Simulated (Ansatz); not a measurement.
The vertical ionisation energy down a group: F to I

One atom is swapped for its congeners: NaF; NaCl; NaBr; NaI (Sodium Iodide). All are singlets with charge 0.

Shapes, held fixed at every level: PBE0-D4/def2-TZVP. Programs: Ansatz 0.2.0. Values in eV.

Problem. How should the vertical ionisation energy change along the series?

Solution. At CCSD(T)/def2-TZVPP the vertical ionisation energy falls at every step, from 9.97 to 8.05 eV. Every level shows the same order. For atoms past krypton def2 sets carry core potentials with scalar relativity. Relativity is left out for Br unless named. Correlated rows may include outer-core shells of Br, I, Na, which these sets cover unevenly. Spin-orbit coupling, which grows down the group, is left out.

```json
{"level": "r2SCAN-D4/def2-TZVPP", "NaF": "10.15", "NaCl": "9.26", "NaBr": "8.85", "NaI": "8.20"}
{"level": "B3LYP-D4/def2-TZVPP", "NaF": "10.36", "NaCl": "9.32", "NaBr": "8.89", "NaI": "8.27"}
{"level": "PBE0-D4/def2-TZVPP", "NaF": "10.09", "NaCl": "9.23", "NaBr": "8.80", "NaI": "8.20"}
{"level": "wB97X-V/def2-TZVPP", "NaF": "10.18", "NaCl": "9.24", "NaBr": "8.79", "NaI": "8.17"}
{"level": "MP2/def2-TZVPP", "NaF": "10.26", "NaCl": "9.16", "NaBr": "8.73", "NaI": "8.15"}
{"level": "CCSD/def2-TZVPP", "NaF": "9.86", "NaCl": "8.97", "NaBr": "8.58", "NaI": "7.98"}
{"level": "CCSD(T)/def2-TZVPP", "NaF": "9.97", "NaCl": "9.03", "NaBr": "8.64", "NaI": "8.05"}
```
